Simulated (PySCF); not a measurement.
Isomers of C3H5FOSi. The calculation used PBE0-D3(BJ)/def2-SVP geometry optimisation, gas phase in PySCF 2.14.0. One conformer each; no zero-point energy, no entropy. No frequencies were run at this level. Point groups hold within 0.08 Å.

**Question.** Order them by energy at this level, lowest first, and give relative energies in kcal/mol.
A. `[O:1]=[CH:2][Si@@H:3]1[CH2:4][C@@H:5]1[F:6]` with O1–C2–Si3–C4 -154°
B. `[OH:1][SiH2:2][C:3]#[C:4][CH2:5][F:6]` with H–O1–Si2–C3 -56°

**Answer.** B (0.0), A (25.0).

As drawn, the lower has a C≡C bond, an O–H bond and an Si–O bond, which the higher lacks; the higher has a three-membered ring and a C=O bond, which the lower lacks.

| SMILES | E (Eh) | E rel (kcal/mol) | dipole (D) | point group | A, B, C (MHz) |
| --- | --- | --- | --- | --- | --- |
| O[SiH2]C#CCF | -581.10756 | 0.0 | 1.60 | C1 | 11245, 900.3, 868.4 |
| O=C[Si@@H]1C[C@@H]1F | -581.06773 | 25.0 | 2.64 | C1 | 5413, 1784, 1519 |

**Question.** How do the relative energies change in single points at B3LYP/pcSseg-2 (no added dispersion term) on the same geometries?

**Answer.** 
| SMILES | PBE0-D3(BJ)/def2-SVP (kcal/mol) | B3LYP/pcSseg-2 (kcal/mol) | shift |
| --- | --- | --- | --- |
| O[SiH2]C#CCF | 0.0 | 0.0 | 0.0 |
| O=C[Si@@H]1C[C@@H]1F | 25.0 | 39.9 | +14.9 |

Each column counts from its own lowest isomer. The order is unchanged; the largest shift is 14.9 kcal/mol.
